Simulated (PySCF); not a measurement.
Compound: C₄H₈BFO₂.
InChI=1S/C4H8BFO2/c1-4(2-6)3-7-5-8-4/h5H,2-3H2,1H3/t4-/m1/s1

Method: PySCF, TDDFT PBE0/def2-SVPD, vertical, gas phase, core orbitals frozen in the response. Geometry: PBE0-D3(BJ)/def2-SVP, one conformer, isolated molecule. Torsions of this conformer, `[CH3:1][C@@:2]1([CH2:3][F:4])[CH2:5][O:6][BH:7][O:8]1`: C1–C2–C3–F4 61°.

Computed states:

```tsv
state	E (eV)	f
S1	7.65	0.025
S2	7.71	0.022
S3	8.23	0.013
S4	8.49	0.0063
S5	8.70	0.0053
S6	8.75	0.020
S7	8.83	0.0090
S8	8.93	0.0003
S9	9.03	0.0010
S10	9.19	0.010
```

Broadening: Gaussians 0.3 eV wide at half height, area fixed by f = 4.319×10⁻⁹ ∫ε dν̃. The width is an assumption, not a result. The curve ends short of the highest state used, and states not computed would add to its high-energy end.

Question: Give the broadened spectrum and its maxima.

Answer: 
(E (eV), ε (L mol⁻¹ cm⁻¹)): (7.20, 5), (7.24, 14), (7.27, 29), (7.30, 58), (7.33, 111), (7.36, 201), (7.40, 409), (7.43, 653), (7.46, 990), (7.49, 1423), (7.53, 2125), (7.56, 2699), (7.59, 3253), (7.62, 3718), (7.65, 4033), (7.69, 4142), (7.72, 3974), (7.75, 3619), (7.78, 3127), (7.81, 2567), (7.85, 1825), (7.88, 1341), (7.91, 956), (7.94, 683), (7.98, 489), (8.01, 457), (8.04, 505), (8.07, 613), (8.10, 760), (8.14, 974), (8.17, 1117), (8.20, 1223), (8.23, 1279), (8.26, 1283), (8.30, 1222), (8.33, 1148), (8.36, 1072), (8.39, 1012), (8.43, 980), (8.46, 1004), (8.49, 1076), (8.52, 1201), (8.55, 1382), (8.59, 1706)

Maxima: 161 nm (7.68 eV), ε about 4200, made up of S1 (53%) and S2 (47%); 150 nm (8.25 eV), ε about 1300, made up of S3 (93%) (ε in L mol⁻¹ cm⁻¹; maxima over ε = 5, shares over 10%). At its high-energy end, 8.59 eV, the curve is still rising (ε about 1700, from S4, S5 and S6).

Question: What would ε be at 7.68 eV, the highest of these maxima, with half the width (0.15 eV)?

Answer: About 7670 L mol⁻¹ cm⁻¹ against 4150, a factor of about 1.8; a lone state at its own centre would give exactly 2.

Question: Coming from long wavelengths, where does ε first pass 100 L mol⁻¹ cm⁻¹?

Answer: At about 169 nm (7.33 eV), 0.33 eV below S1.

All these states lie below the vertical ionisation energy of 10.38 eV (ΔSCF).

Without π bonds the low states are Rydberg-like; a valence basis with one diffuse set may place them up to an eV too high.
